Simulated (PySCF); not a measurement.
A PySCF script (with the pyscf-properties extension) for the NMR shieldings of SMILES C[Si@@H](BN)[SiH2][SiH3], CH$_{12}$BNSi$_{3}$, on a GFN2-xTB geometry:

```python
import basis_set_exchange as bse
import numpy as np
from pyscf import gto, dft
from pyscf.prop import nmr

atoms = """
C    -0.135186    2.050851    0.396685
Si   -0.692358    0.221269    0.318258
B    -2.447247   -0.027243   -0.527905
N    -3.272885   -1.054099   -0.114887
Si    1.091941   -0.926460   -0.671819
Si    3.184814   -0.579437    0.247109
H    -0.832723    2.659293    0.965088
H     0.842074    2.155299    0.859395
H    -0.072453    2.477832   -0.600601
H    -0.675970   -0.213085    1.746514
H    -2.844278    0.626561   -1.423266
H    -3.049871   -1.681533    0.640965
H    -4.168410   -1.264024   -0.527078
H     0.815683   -2.377850   -0.677938
H     1.164456   -0.631678   -2.116880
H     4.265910   -1.414673   -0.286340
H     3.180662   -0.818851    1.693874
H     3.637083    0.804147    0.067169
"""
names = dict.fromkeys(["C", "Si", "B", "N", "H"], "pcSseg-1")
basis = {el: gto.basis.parse(bse.get_basis(n, elements=[el], fmt="nwchem")) for el, n in names.items()}
mol = gto.M(atom=atoms, basis=basis, charge=0, verbose=0)
mf = dft.RKS(mol, xc="PBE0")
mf.grids.level = 2
mf.grids.alignment = dft.numint.BLKSIZE   # the property module wants whole blocks of grid points
mf.conv_tol = 1e-9
mf.kernel()

calc = nmr.RKS(mf)   # GIAO
C = mf.mo_coeff
Co = C[:, mf.mo_occ > 0]
resp = mf.gen_response(singlet=True, hermi=2)
def vind(x):   # induced exchange potential for any number of trial vectors
    d = np.einsum("pi,xij,qj->xpq", C, 2 * x.reshape(-1, C.shape[1], Co.shape[1]), Co, optimize=True)
    return np.einsum("xpq,pi,qj->xij", resp(d - d.transpose(0, 2, 1)), C, Co, optimize=True).ravel()
mo1, _ = nmr.rhf.solve_mo1(calc, with_cphf=vind)
sigma = calc.kernel(mo1)
for i, s in enumerate(sigma):   # ppm
    w = np.linalg.eigvalsh((s + s.T) / 2)
    print("%2d %-2s iso %8.1f  s11 %8.1f  s22 %8.1f  s33 %8.1f" % (i, mol.atom_pure_symbol(i), w.mean(), *w))
```

Problem. What does it print?

Solution. 
```
 0 C  iso    194.7  s11    189.8  s22    194.2  s33    200.1
 1 Si iso    431.3  s11    395.2  s22    425.5  s33    473.3
 2 B  iso     54.7  s11      4.0  s22     34.5  s33    125.5
 3 N  iso    126.7  s11      5.7  s22    157.5  s33    217.0
 4 Si iso    477.7  s11    462.5  s22    475.9  s33    494.8
 5 Si iso    466.4  s11    449.2  s22    465.8  s33    484.2
 6 H  iso     31.4  s11     26.3  s22     28.3  s33     39.6
 7 H  iso     31.6  s11     25.9  s22     30.4  s33     38.4
 8 H  iso     31.6  s11     27.3  s22     28.8  s33     38.6
 9 H  iso     27.9  s11     25.3  s22     25.9  s33     32.4
10 H  iso     26.0  s11     23.4  s22     26.1  s33     28.6
11 H  iso     26.7  s11     22.2  s22     26.0  s33     31.9
12 H  iso     26.3  s11     22.1  s22     22.8  s33     34.0
13 H  iso     28.5  s11     24.3  s22     26.7  s33     34.5
14 H  iso     28.4  s11     24.8  s22     26.4  s33     34.1
15 H  iso     28.2  s11     24.6  s22     25.4  s33     34.4
16 H  iso     28.3  s11     24.7  s22     26.5  s33     33.7
17 H  iso     28.2  s11     24.4  s22     26.9  s33     33.4
```

These numbers come from an equivalent density-fitted implementation of the same equations, which agrees with the script to about 0.01 ppm for H and up to a few tenths of a ppm for heavy atoms, so last digits may differ.

Size and cost of the density-fitted run: 183 basis functions, 29 s wall time on 1 thread of an Arm Neoverse V1, shared host; peak memory 0.83 GiB.
